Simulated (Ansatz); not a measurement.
A short molecular-dynamics run on Cl₃H₂NbO₂, SMILES `[OH][Nb]([OH])([Cl])([Cl])[Cl]`.

```yaml
crystal:
  periodic: [false, false, false]
  atoms:
    - {symbol: O, position_ang: [1.647738, -0.236379, -0.512048]}
    - {symbol: Nb, position_ang: [-0.159224, 0.184977, -0.348482]}
    - {symbol: O, position_ang: [-0.338532, -0.935960, 1.150440]}
    - {symbol: Cl, position_ang: [-1.532356, -1.067281, -1.663470]}
    - {symbol: Cl, position_ang: [0.037472, 1.881960, -1.920504]}
    - {symbol: Cl, position_ang: [-0.969236, 1.830152, 1.090813]}
    - {symbol: H, position_ang: [2.094125, -0.825079, 0.105363]}
    - {symbol: H, position_ang: [-0.687788, -0.889488, 2.042085]}
basis:
  gaussian: {orbitals: def2-SVP}
hamiltonian: {xc: {name: r2SCAN}, dispersion: d3bj}
md: {timestep: 2 fs, n_steps: 30, ensemble: nve, temperature: 1500, initial_velocities: maxwell_boltzmann, seed: 193}
```

```sh
$ ansatz run in.yaml --threads 4 --pin off --events-out ev --progress --plain --max-ram 11315MiB
```

| step | time (fs) | potential energy (eV) | kinetic (eV) | T (K) | conserved (eV) |
| --- | --- | --- | --- | --- | --- |
| 0 | 0.0 | -43234.6338 | 1.1633 | 1500 | -43233.4704 |
| 1 | 2.0 | -43234.2780 | 0.9525 | 1228 | -43233.3255 |
| 2 | 4.0 | -43234.3953 | 1.0199 | 1315 | -43233.3754 |
| 3 | 6.0 | -43234.1731 | 0.8342 | 1076 | -43233.3389 |
| 4 | 8.0 | -43234.3528 | 0.8249 | 1064 | -43233.5279 |
| 5 | 10.0 | -43234.0493 | 0.6100 | 787 | -43233.4393 |
| 6 | 12.0 | -43234.1764 | 0.6725 | 867 | -43233.5039 |
| 7 | 14.0 | -43233.9350 | 0.5672 | 731 | -43233.3678 |
| 8 | 16.0 | -43234.1455 | 0.6721 | 867 | -43233.4735 |
| 9 | 18.0 | -43233.9759 | 0.5656 | 729 | -43233.4103 |
| 10 | 20.0 | -43234.2396 | 0.7285 | 939 | -43233.5111 |
| 11 | 22.0 | -43233.9659 | 0.6883 | 887 | -43233.2776 |
| 12 | 24.0 | -43234.0979 | 0.8475 | 1093 | -43233.2505 |
| 13 | 26.0 | -43233.8590 | 0.6657 | 858 | -43233.1933 |
| 14 | 28.0 | -43234.2676 | 0.8935 | 1152 | -43233.3740 |
| 15 | 30.0 | -43233.4538 | 0.7805 | 1006 | -43232.6733 |
| 16 | 32.0 | -43233.3152 | 1.3805 | 1780 | -43231.9348 |
| 17 | 34.0 | -43232.3605 | 0.4761 | 614 | -43231.8844 |
| 18 | 36.0 | -43233.0031 | 1.0997 | 1418 | -43231.9034 |
| 19 | 38.0 | -43234.0340 | 1.3387 | 1726 | -43232.6953 |
| 20 | 40.0 | -43231.9920 | 2.5532 | 3292 | -43229.4387 |
| 21 | 42.0 | -43230.7028 | 9.2882 | 11976 | -43221.4146 |
| 22 | 44.0 | -43228.5578 | 6.9103 | 8910 | -43221.6475 |
| 23 | 46.0 | -43228.0469 | 6.2958 | 8118 | -43221.7512 |
| 24 | 48.0 | -43227.8094 | 6.0504 | 7801 | -43221.7591 |
| 25 | 50.0 | -43227.6082 | 5.8413 | 7532 | -43221.7669 |
| 26 | 52.0 | -43227.3911 | 5.6385 | 7270 | -43221.7526 |
| 27 | 54.0 | -43227.3483 | 5.5839 | 7200 | -43221.7644 |
| 28 | 56.0 | -43227.3885 | 5.6407 | 7273 | -43221.7478 |
| 29 | 58.0 | -43227.6837 | 5.7849 | 7459 | -43221.7689 |
| 30 | 60.0 | -43227.7605 | 5.8694 | 7568 | -43221.7612 |

Velocities are drawn at the set temperature; a run this short doesn't reach equilibrium. This trajectory blows up: temperature and conserved energy run away, a sign of too long a time step or a failed SCF, so its later frames mean nothing.

Frames (Å, forces in eV/Å):

```xyz
8
time=0.0 fs
O     1.648   -0.236   -0.512    0.129    0.117   -0.216
Nb   -0.159    0.185   -0.348   -0.019    0.135   -0.058
O    -0.339   -0.936    1.150    0.133   -0.183   -0.108
Cl   -1.532   -1.067   -1.663   -0.219   -0.218   -0.205
Cl    0.037    1.882   -1.921    0.040    0.217   -0.244
Cl   -0.969    1.830    1.091   -0.111    0.197    0.212
H     2.094   -0.825    0.105    0.198   -0.233    0.220
H    -0.688   -0.889    2.042   -0.150   -0.032    0.398
8
time=2.0 fs
O     1.679   -0.220   -0.514    0.879   -1.043    1.538
Nb   -0.161    0.186   -0.347    0.914   -0.116   -0.436
O    -0.353   -0.936    1.123   -1.685   -0.284    4.429
Cl   -1.544   -1.072   -1.663   -0.150   -0.123   -0.172
Cl    0.038    1.874   -1.915    0.009    0.369   -0.381
Cl   -0.964    1.831    1.090   -0.151    0.226    0.250
H     2.246   -0.740    0.162   -1.420    1.147   -1.522
H    -0.779   -0.898    2.116    1.603   -0.176   -3.705
8
time=4.0 fs
O     1.711   -0.206   -0.512   -0.047   -0.406    1.211
Nb   -0.162    0.187   -0.345    1.720   -0.270   -0.783
O    -0.371   -0.938    1.106   -1.390   -0.476    3.662
Cl   -1.555   -1.077   -1.663   -0.051   -0.009   -0.102
Cl    0.039    1.867   -1.910   -0.022    0.478   -0.493
Cl   -0.960    1.832    1.090   -0.164    0.196    0.245
H     2.344   -0.610    0.161   -1.302    0.640   -1.131
H    -0.809   -0.914    2.048    1.257   -0.152   -2.608
8
time=6.0 fs
O     1.744   -0.194   -0.508   -3.087    0.894   -1.097
Nb   -0.162    0.187   -0.344    2.365   -0.375   -1.021
O    -0.392   -0.940    1.099    2.671   -0.536   -4.546
Cl   -1.567   -1.082   -1.664    0.070    0.117   -0.008
Cl    0.040    1.860   -1.906   -0.055    0.548   -0.584
Cl   -0.955    1.834    1.090   -0.156    0.114    0.203
H     2.392   -0.456    0.116    1.039   -0.601    1.265
H    -0.791   -0.935    1.880   -2.847   -0.161    5.787
8
time=8.0 fs
O     1.770   -0.179   -0.506   -2.641    0.490   -0.274
Nb   -0.161    0.188   -0.343    2.805   -0.460   -1.152
O    -0.407   -0.944    1.080   -0.520   -0.694    1.817
Cl   -1.578   -1.087   -1.664    0.147    0.204    0.024
Cl    0.041    1.854   -1.902   -0.091    0.669   -0.698
Cl   -0.951    1.835    1.090   -0.169    0.115    0.198
H     2.480   -0.325    0.119    0.166   -0.178    0.455
H    -0.882   -0.963    1.934    0.303   -0.146   -0.371
8
time=10.0 fs
O     1.789   -0.163   -0.505   -0.815    0.265    1.427
Nb   -0.159    0.188   -0.343    3.025   -0.548   -1.133
O    -0.424   -0.949    1.065   -2.001   -0.921    4.387
Cl   -1.590   -1.091   -1.664    0.225    0.283    0.051
Cl    0.042    1.849   -1.899   -0.121    0.772   -0.800
Cl   -0.947    1.837    1.091   -0.169    0.105    0.186
H     2.575   -0.201    0.141   -1.924    0.012   -1.241
H    -0.962   -0.996    1.973    1.780    0.031   -2.877
8
time=12.0 fs
O     1.806   -0.146   -0.500   -1.449    0.372    1.084
Nb   -0.156    0.188   -0.343    3.075   -0.664   -0.984
O    -0.445   -0.956    1.062   -0.943   -0.740    2.443
Cl   -1.601   -1.096   -1.664    0.328    0.374    0.105
Cl    0.042    1.844   -1.896   -0.150    0.815   -0.861
Cl   -0.943    1.838    1.091   -0.140    0.047    0.136
H     2.595   -0.077    0.114   -1.482   -0.157   -0.849
H    -0.973   -1.027    1.902    0.761   -0.046   -1.072
8
time=14.0 fs
O     1.819   -0.128   -0.493   -4.312   -0.163   -0.862
Nb   -0.152    0.188   -0.344    2.953   -0.819   -0.703
O    -0.468   -0.966    1.064    3.225    0.272   -4.074
Cl   -1.612   -1.099   -1.664    0.442    0.467    0.168
Cl    0.042    1.841   -1.895   -0.175    0.816   -0.891
Cl   -0.939    1.840    1.092   -0.092   -0.035    0.062
H     2.559    0.042    0.055    1.283    0.304    1.164
H    -0.955   -1.061    1.790   -3.325   -0.842    5.137
8
time=16.0 fs
O     1.822   -0.111   -0.487   -3.120   -0.082    0.020
Nb   -0.146    0.188   -0.344    2.651   -0.962   -0.380
O    -0.484   -0.974    1.056   -1.258   -0.675    2.531
Cl   -1.622   -1.103   -1.664    0.511    0.520    0.172
Cl    0.043    1.838   -1.895   -0.196    0.859   -0.940
Cl   -0.936    1.842    1.093   -0.063   -0.042    0.027
H     2.572    0.172    0.041    0.202    0.134    0.298
H    -1.064   -1.127    1.875    1.274    0.248   -1.727
8
time=18.0 fs
O     1.818   -0.094   -0.482   -0.986    0.732    1.369
Nb   -0.139    0.187   -0.345    2.178   -1.103    0.002
O    -0.502   -0.985    1.054   -1.996   -0.869    3.375
Cl   -1.632   -1.106   -1.664    0.588    0.569    0.180
Cl    0.043    1.836   -1.895   -0.210    0.866   -0.963
Cl   -0.932    1.844    1.094   -0.020   -0.069   -0.016
H     2.593    0.307    0.038   -1.713   -0.787   -1.041
H    -1.125   -1.183    1.894    2.159    0.661   -2.906
8
time=20.0 fs
O     1.811   -0.075   -0.474   -1.264    0.522    1.069
Nb   -0.132    0.185   -0.346    1.560   -1.236    0.391
O    -0.526   -0.997    1.061    0.378    0.123   -0.001
Cl   -1.641   -1.108   -1.663    0.684    0.624    0.212
Cl    0.042    1.835   -1.897   -0.218    0.811   -0.941
Cl   -0.929    1.845    1.094    0.044   -0.133   -0.083
H     2.548    0.413   -0.005   -1.134   -0.669   -0.709
H    -1.103   -1.215    1.802   -0.048   -0.043    0.060
8
time=22.0 fs
O     1.801   -0.055   -0.462   -3.166   -1.210   -0.202
Nb   -0.123    0.183   -0.347    0.769   -1.332    0.762
O    -0.548   -1.009    1.067    4.824    2.283   -5.535
Cl   -1.649   -1.109   -1.662    0.775    0.671    0.240
Cl    0.042    1.835   -1.900   -0.216    0.726   -0.893
Cl   -0.925    1.847    1.095    0.113   -0.196   -0.154
H     2.459    0.492   -0.075    1.215    0.993    0.591
H    -1.083   -1.247    1.711   -4.313   -1.935    5.192
8
time=24.0 fs
O     1.784   -0.038   -0.452   -1.516   -0.491    0.413
Nb   -0.115    0.181   -0.348   -0.195   -1.332    1.050
O    -0.559   -1.016    1.060   -1.647   -0.829    2.203
Cl   -1.656   -1.110   -1.661    0.806    0.673    0.202
Cl    0.041    1.836   -1.904   -0.207    0.691   -0.879
Cl   -0.921    1.848    1.096    0.150   -0.183   -0.174
H     2.418    0.610   -0.122    0.273    0.188   -0.051
H    -1.228   -1.354    1.820    2.336    1.283   -2.763
8
time=26.0 fs
O     1.763   -0.022   -0.440    0.706    1.096    1.018
Nb   -0.106    0.178   -0.348   -1.290   -1.273    1.294
O    -0.574   -1.024    1.059   -2.117   -1.185    2.589
Cl   -1.663   -1.110   -1.660    0.846    0.672    0.177
Cl    0.040    1.838   -1.908   -0.194    0.619   -0.838
Cl   -0.917    1.849    1.096    0.191   -0.194   -0.198
H     2.386    0.734   -0.172   -1.110   -1.503   -0.692
H    -1.283   -1.412    1.823    2.968    1.767   -3.350
8
time=28.0 fs
O     1.743   -0.003   -0.426    1.097    0.707    0.729
Nb   -0.098    0.174   -0.347   -2.464   -1.188    1.486
O    -0.594   -1.036    1.064    0.995    0.604   -0.836
Cl   -1.669   -1.109   -1.658    0.904    0.679    0.177
Cl    0.039    1.840   -1.914   -0.177    0.492   -0.753
Cl   -0.913    1.850    1.096    0.246   -0.244   -0.241
H     2.312    0.802   -0.248   -0.587   -1.180   -0.432
H    -1.225   -1.402    1.697   -0.013    0.130   -0.131
8
time=30.0 fs
O     1.727    0.017   -0.410    0.398   -1.570    0.349
Nb   -0.091    0.170   -0.346   -3.663   -1.068    1.628
O    -0.612   -1.046    1.066    9.713    6.010   -8.780
Cl   -1.673   -1.108   -1.657    0.952    0.678    0.177
Cl    0.038    1.843   -1.920   -0.152    0.341   -0.651
Cl   -0.909    1.850    1.096    0.296   -0.297   -0.286
H     2.216    0.824   -0.340    1.084    1.082   -0.094
H    -1.168   -1.387    1.567   -8.627   -5.177    7.657
8
time=32.0 fs
O     1.711    0.033   -0.393    1.970   -0.684    0.390
Nb   -0.086    0.166   -0.345   -4.735   -0.839    1.644
O    -0.606   -1.041    1.048   -2.768   -2.013    2.407
Cl   -1.677   -1.106   -1.655    0.892    0.618    0.081
Cl    0.036    1.846   -1.927   -0.132    0.289   -0.635
Cl   -0.904    1.851    1.096    0.285   -0.232   -0.262
H     2.161    0.887   -0.436    0.550    0.161   -0.208
H    -1.440   -1.570    1.730    3.938    2.700   -3.417
8
time=34.0 fs
O     1.700    0.048   -0.376    3.627    1.205    0.001
Nb   -0.082    0.161   -0.342   -5.443   -0.613    1.608
O    -0.607   -1.041    1.035   -3.076   -2.343    2.562
Cl   -1.680   -1.103   -1.653    0.855    0.576    0.014
Cl    0.035    1.849   -1.935   -0.116    0.219   -0.600
Cl   -0.899    1.851    1.095    0.278   -0.212   -0.251
H     2.128    0.957   -0.540   -0.410   -1.770    0.135
H    -1.562   -1.650    1.762    4.286    2.938   -3.469
8
time=36.0 fs
O     1.697    0.066   -0.358    3.620    0.927   -0.196
Nb   -0.081    0.156   -0.339   -5.648   -0.382    1.483
O    -0.615   -1.047    1.029   -3.110   -2.368    2.389
Cl   -1.682   -1.099   -1.651    0.836    0.550   -0.021
Cl    0.033    1.853   -1.944   -0.101    0.084   -0.503
Cl   -0.894    1.851    1.094    0.277   -0.240   -0.257
H     2.078    0.959   -0.639   -0.160   -1.459    0.288
H    -1.520   -1.618    1.661    4.288    2.888   -3.183
8
time=38.0 fs
O     1.704    0.086   -0.341    2.383   -1.049    0.447
Nb   -0.082    0.151   -0.335   -5.317   -0.130    1.313
O    -0.631   -1.059    1.028    4.495    2.471   -2.691
Cl   -1.682   -1.095   -1.649    0.849    0.547   -0.006
Cl    0.031    1.857   -1.953   -0.093   -0.117   -0.352
Cl   -0.888    1.850    1.093    0.285   -0.325   -0.287
H     2.022    0.905   -0.726    0.838    0.609   -0.421
H    -1.314   -1.475    1.438   -3.439   -2.006    1.996
8
time=40.0 fs
O     1.716    0.104   -0.322    1.834   -0.803    0.307
Nb   -0.085    0.146   -0.331   -4.422    0.245    1.071
O    -0.636   -1.065    1.021   22.281   12.490  -10.190
Cl   -1.682   -1.091   -1.647    0.817    0.524    0.004
Cl    0.029    1.860   -1.962   -0.097   -0.257   -0.265
Cl   -0.882    1.849    1.091    0.264   -0.369   -0.294
H     1.999    0.874   -0.830    0.744    0.399   -0.337
H    -1.240   -1.408    1.292  -21.421  -12.229    9.704
8
time=42.0 fs
O     1.733    0.119   -0.303    1.898    0.822   -1.124
Nb   -0.091    0.140   -0.326   -3.277    0.500    0.943
O    -0.587   -1.040    0.989   -3.176   -2.388    1.496
Cl   -1.681   -1.085   -1.645    0.583    0.398   -0.170
Cl    0.027    1.864   -1.972   -0.101   -0.163   -0.402
Cl   -0.876    1.848    1.090    0.160   -0.191   -0.212
H     2.004    0.859   -0.947   -0.012   -1.207    1.035
H    -1.985   -1.810    1.517    3.925    2.229   -1.566
8
time=44.0 fs
O     1.754    0.137   -0.287    1.255    0.842   -1.556
Nb   -0.097    0.136   -0.321   -2.176   -0.623    1.871
O    -0.546   -1.022    0.960   -0.468   -0.430    0.061
Cl   -1.680   -1.080   -1.643    0.271    0.277   -0.416
Cl    0.025    1.867   -1.982   -0.158    0.216   -0.651
Cl   -0.870    1.847    1.087    0.019    0.184   -0.127
H     2.008    0.797   -1.024   -0.046   -1.168    1.368
H    -2.581   -2.127    1.682    1.302    0.701   -0.549
8
time=46.0 fs
O     1.778    0.156   -0.274   -0.039   -0.582   -0.119
Nb   -0.104    0.130   -0.315   -0.930   -0.669    1.695
O    -0.506   -1.004    0.932    0.317   -0.371    0.197
Cl   -1.678   -1.074   -1.642   -0.006    0.148   -0.578
Cl    0.022    1.870   -1.993   -0.137    0.500   -0.763
Cl   -0.863    1.845    1.085   -0.145    0.490   -0.089
H     2.011    0.691   -1.049    0.544    0.273   -0.143
H    -3.126   -2.417    1.827    0.397    0.211   -0.200
8
time=48.0 fs
O     1.802    0.174   -0.262   -1.026   -1.180    0.786
Nb   -0.112    0.125   -0.309    0.405    0.342    0.286
O    -0.465   -0.987    0.905    0.132   -1.559    1.609
Cl   -1.676   -1.067   -1.642   -0.091    0.119   -0.618
Cl    0.020    1.874   -2.005   -0.118    0.693   -0.824
Cl   -0.857    1.845    1.083   -0.258    0.665   -0.055
H     2.035    0.595   -1.079    0.817    0.845   -1.101
H    -3.657   -2.698    1.963    0.140    0.075   -0.082
8
time=50.0 fs
O     1.824    0.190   -0.248   -0.793   -0.200   -1.568
Nb   -0.120    0.119   -0.302    1.634    1.821   -1.445
O    -0.424   -0.974    0.881   -0.277   -3.127    3.373
Cl   -1.674   -1.061   -1.642   -0.145    0.135   -0.658
Cl    0.017    1.879   -2.017   -0.129    0.782   -0.918
Cl   -0.851    1.845    1.081   -0.353    0.733    0.015
H     2.090    0.531   -1.151    0.008   -0.175    1.235
H    -4.182   -2.977    2.097    0.055    0.030   -0.034
8
time=52.0 fs
O     1.843    0.205   -0.238   -0.737   -0.085   -2.252
Nb   -0.127    0.115   -0.296    2.174    3.226   -2.876
O    -0.383   -0.969    0.866   -0.552   -4.493    4.838
Cl   -1.673   -1.055   -1.642   -0.166    0.166   -0.652
Cl    0.014    1.885   -2.031   -0.057    0.746   -0.983
Cl   -0.846    1.845    1.078   -0.420    0.673    0.102
H     2.145    0.461   -1.176   -0.265   -0.247    1.837
H    -4.705   -3.255    2.229    0.024    0.014   -0.014
8
time=54.0 fs
O     1.861    0.219   -0.233   -1.552   -0.536   -0.452
Nb   -0.133    0.112   -0.291    2.317    3.949   -3.468
O    -0.344   -0.974    0.862   -0.561   -5.056    5.382
Cl   -1.671   -1.048   -1.644   -0.166    0.178   -0.602
Cl    0.011    1.891   -2.045    0.029    0.628   -0.944
Cl   -0.841    1.847    1.076   -0.447    0.573    0.147
H     2.190    0.381   -1.131    0.367    0.255   -0.055
H    -5.227   -3.532    2.360    0.013    0.008   -0.007
8
time=56.0 fs
O     1.876    0.233   -0.229   -2.376   -0.603    1.022
Nb   -0.138    0.110   -0.288    2.208    3.647   -2.909
O    -0.306   -0.992    0.871   -0.357   -4.498    4.701
Cl   -1.670   -1.041   -1.646   -0.148    0.195   -0.528
Cl    0.009    1.898   -2.061    0.109    0.451   -0.851
Cl   -0.836    1.849    1.074   -0.449    0.434    0.159
H     2.249    0.311   -1.088    1.004    0.368   -1.590
H    -5.748   -3.809    2.492    0.009    0.005   -0.003
8
time=58.0 fs
O     1.884    0.244   -0.222   -1.296   -0.455   -1.518
Nb   -0.142    0.110   -0.285    2.246    2.519   -1.755
O    -0.270   -1.021    0.891   -0.263   -3.110    3.124
Cl   -1.669   -1.034   -1.648   -0.015    0.129   -0.420
Cl    0.006    1.906   -2.078    0.013    0.250   -0.546
Cl   -0.832    1.852    1.072   -0.239    0.405    0.065
H     2.346    0.256   -1.106   -0.451    0.259    1.051
H    -6.269   -4.086    2.623    0.005    0.003   -0.001
8
time=60.0 fs
O     1.889    0.255   -0.220   -0.883   -0.474   -2.147
Nb   -0.146    0.111   -0.284    2.200    1.012   -0.092
O    -0.233   -1.057    0.919   -0.108   -1.336    1.208
Cl   -1.668   -1.027   -1.652    0.028    0.164   -0.309
Cl    0.003    1.914   -2.095    0.036    0.045   -0.376
Cl   -0.828    1.855    1.070   -0.226    0.273    0.032
H     2.426    0.210   -1.083   -1.052    0.315    1.684
H    -6.790   -4.362    2.754    0.004    0.002   -0.001
```

It took 3.2 min on 4 threads of an Arm Neoverse V2 on a shared host, with 0.57 GiB of host memory at the peak.
